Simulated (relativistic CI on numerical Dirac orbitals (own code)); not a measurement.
**Magnetism of Tb2+, 4f9, in a crystal field**

Calculated by Dirac-Coulomb-Breit CI, KLI orbitals optimised for each configuration, model QED (radiative potential, 1s self-energy scaled to tabulated hydrogen-like ionisation energies), valence Slater integrals scaled by 0.75, one configuration in a parametric crystal field (own radial code).

Field parameters in Wybourne normalisation; cubic f-shell fields have B⁴₄ = √(5/14) B⁴₀ and B⁶₄ = −√(7/2) B⁶₀. The field is a parameter set, without covalency.

S is read from ⟨S²⟩ = S(S + 1).

Powder χT (cm³ K mol⁻¹) by Van Vleck's formula, with temperature-independent terms:

| Field | 2 K | 5 K | 10 K | 20 K | 50 K | 100 K | 200 K | 300 K |
| --- | --- | --- | --- | --- | --- | --- | --- | --- |
| D3d, B20 = -60, B40 = 610, B43 = 820, B60 = 160, B63 = 340, B66 = 410 cm⁻¹ | 7.14 | 7.9 | 9.11 | 10.8 | 12.6 | 13.4 | 13.8 | 13.9 |
| Oh, B40 = -670, B60 = -540 cm⁻¹ | 7.02 | 8.73 | 10.6 | 11.9 | 12.7 | 13.3 | 13.7 | 13.9 |

Problem. For Oh, B40 = -670, B60 = -540 cm⁻¹: what effective moment follows at 300 K?

Solution. μ_eff = √(8χT) = 10.53 μB. The LS value g√(J(J + 1)) of the free ion's 6H°_15/2 level is 10.65 μB.
